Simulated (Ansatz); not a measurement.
CH4F2InN (`C[NH][In]([F])[F]`), relaxed with RKS PBE0-D4/def2-TZVP in the Gaussian-basis code of Ansatz from a GFN2-xTB geometry. The force threshold is 0.005 eV/Å; the program also tests the step.

Total charge 0; spin multiplicity 1. In: def2 effective core potential.

Start:

```xyz
9

C    -0.729   -1.090    0.262
N    -0.155    0.070    0.897
In    0.789    1.390   -0.497
F     0.555    0.883   -2.414
F     1.662    3.140   -0.115
H    -1.445   -0.767   -0.494
H    -0.003   -1.771   -0.198
H    -1.271   -1.642    1.037
H     0.596   -0.214    1.523
```

| step | energy (eV) | largest force (eV/Å) | largest move (Å) |
| --- | --- | --- | --- |
| 1 | -13196.3718 | 1.490 | 0.000 |
| 2 | -13196.5799 | 0.658 | 0.104 |
| 3 | -13196.6165 | 0.506 | 0.165 |
| 4 | -13196.6374 | 0.494 | 0.195 |
| 5 | -13196.6481 | 0.475 | 0.110 |
| 6 | -13196.6534 | 0.052 | 0.073 |
| 7 | -13196.6541 | 0.023 | 0.020 |
| 8 | -13196.6542 | 0.025 | 0.008 |
| 9 | -13196.6542 | 0.008 | 0.008 |
| 10 | -13196.6542 | 0.003 | 0.002 |

End:

```xyz
9

C    -0.667   -1.181    0.287
N    -0.058    0.071    0.703
In    0.737    1.375   -0.572
F     0.239    1.430   -2.444
F     1.886    2.854   -0.085
H    -1.191   -1.048   -0.661
H     0.045   -2.005    0.159
H    -1.414   -1.493    1.025
H     0.423   -0.002    1.587
```

Hardware: 4 threads of an Arm Neoverse V2 on a shared host. Wall time 38 s, peak host memory 0.49 GiB.
